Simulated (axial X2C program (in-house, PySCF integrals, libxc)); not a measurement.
# FeP along the bond: PBE0, scalar-relativistic

Computed with an axial X2C code built on PySCF integrals. Spin-free means the one-electron spin-free X2C Hamiltonian. Basis: Fe dyall-cv3z [9s10p6d3f2g], P dyall-v3z [8s7p2d1f] (cores contracted in-house); Gaussian nuclei, density fitting, unrestricted open shells. Masses: Fe 55.935 u, P 30.974 u.

State: M_S = 1/2, Λ = 2 (beyond evenly filled blocks: δ+α, δ+β, δ-α). Dipoles are positive if P is the positive end.

| R (Å) | μ (D) | HOMO (eV) | LUMO (eV) | ⟨S²⟩ |
| --- | --- | --- | --- | --- |
| 2.020 | -2.762 | -5.41 | -2.79 | 2.290 |
| 2.084 | -2.842 | -5.34 | -2.76 | 2.399 |
| 2.149 | -2.899 | -5.29 | -2.73 | 2.495 |
| 2.224 | -2.939 | -5.23 | -2.70 | 2.597 |
| 2.299 | -2.954 | -5.18 | -2.67 | 2.691 |
| 2.396 | -2.942 | -5.13 | -2.63 | 2.802 |

Problem. The minimum lies at 2.143 Å. What is the dipole moment there, and its slope?

Solution. At PBE0, spin-free, with the sign and origin stated: μ = -2.90 D, dμ/dR = -0.74 D/Å.

The state is one determinant whose occupation by symmetry is held fixed; it was picked as the lowest of a PBE0 search that is not exhaustive. PBE0 can misorder states that lie within some tenths of an eV, so this need not be the ground state of the molecule. The nearest other spin-free determinant of the search, M_S = 3/2, Λ = 1, lies 0.03 eV up at the distance of the search. Without a current term, density functionals place determinants with orbital angular momentum somewhat too high. The determinant is spin-polarised beyond a pure state at some levels (its spin-free form has ⟨S²⟩ too high), which makes Re and μ there less reliable.
